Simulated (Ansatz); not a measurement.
A nudged elastic band was laid between two geometries of C$_{3}$H$_{8}$O$_{2}$Si (14 atoms, charge 0, multiplicity 1).

All numbers below come from RKS PBE-D4/def2-SVP (Ansatz 0.2.0).

* movable images: 9
* climbing image: yes
* spring: 5.0 eV/Å²
* optimiser: quadratic models (default)
* start path: through a guess of the saddle point
* force threshold: 0.05 eV/Å
* iteration limit: 57
* end points: relaxed

Initial state:

```xyz
14
Properties=species:S:1:pos:R:3
C 0.147 -2.935 -0.286
C 0.413 -1.743 0.274
O 0.035 -0.559 -0.288
Si 0.143 0.957 0.469
C -0.048 2.185 -0.926
O -1.008 1.125 1.676
H -0.407 -3.006 -1.233
H 0.491 -3.857 0.203
H 0.972 -1.666 1.228
H 1.445 1.045 1.205
H -0.037 3.225 -0.543
H 0.777 2.072 -1.658
H -1.002 2.022 -1.468
H -1.934 1.105 1.377
```

Final state:

```xyz
14
Properties=species:S:1:pos:R:3
C 0.122 -2.464 0.613
C 0.495 -1.833 -0.517
O 0.341 -0.509 -0.806
Si 0.121 0.756 0.311
C 0.036 2.287 -0.757
O -1.245 0.534 1.263
H -0.384 -1.940 1.438
H 0.311 -3.542 0.713
H 0.972 -2.376 -1.352
H 1.248 0.752 1.294
H -0.113 3.192 -0.135
H 0.974 2.411 -1.335
H -0.801 2.222 -1.483
H -2.090 0.479 0.782
```

(1) Which bonds break or form, and what moves?

(2) What energy profile does the band end with?

(3) What is the geometry of the highest image?

(4) What are the harmonic wavenumbers there?

Answers

(1) No bond is made or broken. The dihedral C1–C2–O3–Si4 goes from 171 to 21°.

(2) The run converged. The highest image is number 4 of 0 to 10, 0.074 eV above the first end and 0.110 eV above the last; the last end lies 0.036 eV below the first. A vibrational analysis at the climbing image gives one clearly imaginary mode, 71i cm⁻¹: a first-order saddle point.

```csv
image,path coordinate (Å),energy (eV),dihedral C1–C2–O3–Si4 (°)
0,0.00,0.000,171
1,0.97,0.005,-173
2,1.93,0.010,-154
3,2.90,0.048,-124
4,3.87,0.074,-90
5,4.66,0.064,-61
6,5.45,0.054,-38
7,6.25,0.036,-24
8,7.04,0.009,-6
9,7.83,-0.020,9
10,8.62,-0.036,21
```

(3) 
```xyz
14
Properties=species:S:1:pos:R:3
C 0.663 -2.691 -0.185
C -0.327 -1.865 0.194
O -0.490 -0.594 -0.280
Si 0.171 0.824 0.371
C -0.120 2.117 -0.949
O -0.536 1.217 1.841
H 1.436 -2.368 -0.899
H 0.706 -3.714 0.214
H -1.111 -2.190 0.905
H 1.609 0.590 0.711
H 0.239 3.111 -0.615
H 0.415 1.847 -1.882
H -1.199 2.199 -1.193
H -1.470 1.486 1.795
```

(4) 71i, 52, 128, 138, 195, 245, 289, 326, 484, 624, 662, 713, 725, 761, 806, 827, 853, 873, 908, 941, 975, 1189, 1224, 1291, 1353, 1378, 1382, 1660, 2207, 2980, 3056, 3078, 3087, 3096, 3201, 3761 cm⁻¹.

Time of the run: 6.1 min on 2 threads of AMD EPYC 7R43 64-Core Processor (Zen 3) (shared host), peak memory 0.2 GiB.
